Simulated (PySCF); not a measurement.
C₄H₇ClSi, SMILES C=C=C([SiH2]Cl)C. Coordinates come from a PBE-D3(BJ)/def2-SVP optimisation. This is a generated structure with no PubChem entry under its InChIKey; it may be hypothetical. One conformer was computed; it need not be the lowest.

Computed equilibrium geometry at PBE-D3(BJ)/def2-SVP (PySCF confirms it by a frequency run) as Cartesian coordinates in Å (one conformer of several):
```xyz
13

C      3.1514     0.4980     0.0709
C      1.9657    -0.0712    -0.0160
C      0.7611    -0.6076    -0.1141
C      0.4225    -2.0419     0.2371
Si    -0.5879     0.5401    -0.7398
Cl    -2.1555     0.5628     0.6487
H      3.8537     0.4968    -0.7802
H      3.4831     0.9912     1.0006
H      0.0406    -2.5860    -0.6527
H     -0.3831    -2.0689     1.0001
H      1.3028    -2.5861     0.6292
H     -1.1722     0.0314    -2.0287
H     -0.0556     1.9298    -0.9066
```
